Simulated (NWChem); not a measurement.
Molecule: PbCl₂, singlet; SMILES [Cl][Pb][Cl]

All runs: NWChem. Low-valent species are run as closed-shell singlets; no triplet was tried in these runs. def2 effective core potentials on Pb; no spin-orbit coupling. Each level has its own optimisation; frequencies are unscaled.

```json
[
 {"level": "LDA (Slater exchange, VWN5)/def2-SVP", "r Cl–Pb (Å)": "2.465", "highest harmonic frequency (cm⁻¹)": "338", "lowest (cm⁻¹)": "97", "zero-point energy (kcal/mol)": "1.1"},
 {"level": "CAM-B3LYP/def2-SVP", "r Cl–Pb (Å)": "2.479", "highest harmonic frequency (cm⁻¹)": "338", "lowest (cm⁻¹)": "103", "zero-point energy (kcal/mol)": "1.1"},
 {"level": "PBE0/def2-SVP", "r Cl–Pb (Å)": "2.483", "highest harmonic frequency (cm⁻¹)": "333", "lowest (cm⁻¹)": "99", "zero-point energy (kcal/mol)": "1.1"}
]
```
